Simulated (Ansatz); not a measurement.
Abridged output of a molecular run in Ansatz:

```
Functional definition: HF
2132 factors; integrals over basis functions are off by at most 1.0e-3 eV
mean field evaluation 1: about -17448.2084 eV, gradient 5.8e1 eV
mean field evaluation 2: about -17448.5491 eV, gradient 5.8e1 eV
mean field evaluation 4: about -17454.3597 eV, gradient 3.9e0 eV
mean field evaluation 8: about -17454.4318 eV, gradient 3.5e-1 eV
mean field -17454.43210364 eV, -641.4385487698 hartree, gradient 3.3e-6 eV, S^2 0.000000; 0 other end points of the search recorded, 0 dependent functions left out
10 core orbitals not correlated: weight in the atoms' cores, before any rotation towards them, 1.000 or more for the frozen orbitals, at most 0.000 for the correlated occupied ones
reference -17454.43210364 eV, -641.4385487698 hartree; 27, 27 occupied and 283, 283 virtual orbitals, 2132 factors
second order -44.65535249 eV of doubles, -0.00000000 eV of singles
cycle   1  -43.76938359 eV  change    8.9e-1 eV  update   1.6e-1
cycle   2  -44.81064241 eV  change    -1.0e0 eV  update   5.0e-2
cycle   3  -45.07341214 eV  change   -2.6e-1 eV  update   2.6e-2
cycle   4  -45.04816446 eV  change    2.5e-2 eV  update   6.9e-3
cycle   5  -45.04158889 eV  change    6.6e-3 eV  update   3.3e-3
cycle   6  -45.04477143 eV  change   -3.2e-3 eV  update   1.3e-3
cycle   7  -45.04450090 eV  change    2.7e-4 eV  update   5.2e-4
cycle   8  -45.04413902 eV  change    3.6e-4 eV  update   1.8e-4
cycle   9  -45.04424595 eV  change   -1.1e-4 eV  update   7.8e-5
cycle  10  -45.04428984 eV  change   -4.4e-5 eV  update   2.7e-5
perturbative correction -1.55364498 eV, -0.0570954001 hartree
Total energy: -17501.03003847 eV, -643.1509912894 hartree
```

Its atoms:

```xyz
13

C    -1.708    1.081   -1.559
O    -0.557    1.343   -0.772
Sn   -0.241    0.394    0.876
F     0.882    1.495    1.935
F    -1.901    0.169    1.764
O     0.563   -1.353    0.750
C     1.968   -1.505    0.617
H    -2.634    1.165   -0.982
H    -1.668    0.088   -2.021
H    -1.727    1.830   -2.353
H     2.518   -0.976    1.401
H     2.182   -2.572    0.704
H     2.324   -1.159   -0.360
```

Q: Which basis set was used?
A. def2-QZVPP
B. def2-TZVPP
C. cc-pV(D+d)Z
D. cc-pV(Q+d)Z

A: B. It gives 320 functions.

Q: Write the keys of the input that set method, charge and spin (a neutral closed shell needs none for the last two).

A: 
```yaml
correlation: {method: ccsd_t}
```
